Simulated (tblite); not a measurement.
Isomers of C4H12O2Si. Level: GFN2-xTB in tblite, geometry and Hessian alike; calculated harmonic values, unscaled, isolated species. Errors from tens to a few hundred cm⁻¹ against measured bands are possible. Modes of hydrogen on silicon can be 10 to 20 % off. One conformer each.

Electronic energies: GFN2-xTB at the same geometries; isomer energies are rough at this level and their order can be wrong.

```csv
SMILES,"electronic energy, lowest = 0 (kcal/mol)"
CO[Si](C)(C)OC,0.0
C[SiH2]O[C@@H](C)CO,13.6
CC[C@@H](O)C[SiH2]O,11.7
CC[C@H](CO)O[SiH3],7.8
```

**Question.** How do GFN2-xTB zero-point energies change the relative energies?

**Answer.** 
| SMILES | ZPE (kcal/mol) | of it from modes above 1550 cm⁻¹ | electronic (kcal/mol) | with ZPE, lowest = 0 (kcal/mol) | lowest mode (cm⁻¹) | rings |
| --- | --- | --- | --- | --- | --- | --- |
| CO[Si](C)(C)OC | 98.1 | 51.6 | 0.0 | 0.0 | 54 | 0 |
| CC[C@H](CO)O[SiH3] | 96.4 | 48.8 | 7.8 | 6.1 | 49 | 0 |
| CC[C@@H](O)C[SiH2]O | 97.0 | 50.7 | 11.7 | 10.6 | 22 | 0 |
| C[SiH2]O[C@@H](C)CO | 96.9 | 50.0 | 13.6 | 12.4 | 68 | 0 |

The zero-point energies span 1.7 kcal/mol, from `CC[C@H](CO)O[SiH3]` to `CO[Si](C)(C)OC`. The order is unchanged.

**Question.** What do entropy and thermal enthalpy add at 298.15 K and 1 bar (rigid rotor, harmonic oscillator, one conformer each)?

**Answer.** 
```tsv
SMILES	point group	symmetry number	S (cal/(mol K))	H − H(0) (kcal/mol)	ZPE + H − H(0) − TS (kcal/mol)
CO[Si](C)(C)OC	C1	1	109.0	8.20	73.8
CC[C@H](CO)O[SiH3]	C1	1	96.1	6.76	74.5
C[SiH2]O[C@@H](C)CO	C1	1	98.2	7.08	74.7
```

Not tabulated: `CC[C@@H](O)C[SiH2]O` (lowest mode only 22 cm⁻¹).
